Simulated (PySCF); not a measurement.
A survey of 15N NMR shifts

Method: GIAO PBE0/pcSseg-1 shieldings, GFN2-xTB geometry, in PySCF (averaged over atoms made equivalent by symmetry, fast rotation or ring inversion, non-relativistic Hamiltonian, one computed conformer, no solvent model).

Shieldings were converted by a linear fit to measured shifts: 15N (scatter 6.3 ppm rms vs CH3NO2, solution or neat liquid). A few per cent of atoms miss by over 2 rms, more outside the fitted compound classes.

(1) Give the 15N shifts of `C[Si@]([SiH3])(C#N)CC(F)(F)F`, `CNC(=O)[C@@H](C)OC[SiH3]`.

(2) Order these by 15N shift, lowest first.
A. C#C[Si](O)(O)O[SiH2]C#N
B. [SiH3]NCC([SiH3])[SiH3]
C. CNC(=O)[C@H](C)CO[SiH3]

Results:

(1) 
| compound | environment | δ (ppm) |
| --- | --- | --- |
| C[Si@]([SiH3])(C#N)CC(F)(F)F | nitrile nitrogen | -57.6 |
| CNC(=O)[C@@H](C)OC[SiH3] | amide-type nitrogen | -292.5 |

(2) B (-359.3 ppm, nitrogen bonded to C, Si, H), C (-282.5 ppm, amide-type nitrogen), A (-62.3 ppm, nitrile nitrogen).
